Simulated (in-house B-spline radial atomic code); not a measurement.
Radial electron density of Sm III (Sm2+), [Ar] (3d3/2)4 (3d5/2)5 4s2 4p6 4d10 4f6 5s2 5p6 6s1. Level of theory: Dirac-Kohn-Sham PBE, spherical fractional occupations, Fermi nucleus of rms radius 5.0819 fm; calculated with a radial B-spline atomic code at the basis-set limit.

Columns: r (bohr), 4πr²n(r) (electrons per bohr), bar.

```
0.000789    2.465 #
0.000987    3.589 #
 0.00124    5.227 ##
 0.00154    7.413 ###
 0.00193    10.57 ####
 0.00242    14.89 ######
 0.00302    20.51 ########
 0.00378    27.85 ###########
 0.00473    36.93 ###############
 0.00591    47.49 ###################
  0.0074    59.03 ########################
 0.00925    70.11 ############################
  0.0116    79.11 ################################
  0.0145    83.83 ##################################
  0.0181    83.42 ##################################
  0.0226    79.04 ################################
  0.0283    74.64 ##############################
  0.0354       76 ###############################
  0.0443    86.18 ###################################
  0.0554    100.8 #########################################
  0.0693    108.4 ############################################
  0.0867    100.7 #########################################
   0.108     85.1 ###################################
   0.136     79.2 ################################
    0.17    88.32 ####################################
   0.212    90.32 #####################################
   0.265    68.92 ############################
   0.332    43.48 ##################
   0.415    40.19 ################
   0.519    47.07 ###################
    0.65    40.57 ################
   0.812    25.06 ##########
    1.02    14.71 ######
    1.27    10.77 ####
    1.59    7.376 ###
    1.99    3.755 ##
    2.49    1.507 #
    3.11   0.6641 
    3.89   0.3338 
    4.87   0.1258 
    6.09  0.02712 
    7.61 0.002778 
    9.52 0.0001155 
    11.9 1.525e-06
```

On this grid the curve has 4 maxima, near 0.0145, 0.0693, 0.212, 0.519 bohr.

The 3d3/2 radial function P(r) = rR(r), positive near the nucleus, with its small component Q(r) (sign convention: Q ≈ (P' + κP/r)/2c):

```
r (bohr)         P           Q
 0.00591  0.002629    0.005841
 0.00925  0.008338     0.01289
  0.0145   0.02637     0.02726
  0.0226   0.07948     0.05337
  0.0354    0.2262      0.0948
  0.0554    0.5713      0.1434
  0.0867     1.202      0.1699
   0.136     1.934      0.1378
   0.212     2.101     0.05923
   0.332     1.308    0.002273
   0.519    0.3703   -0.005041
   0.812   0.03377  -0.0007505
```
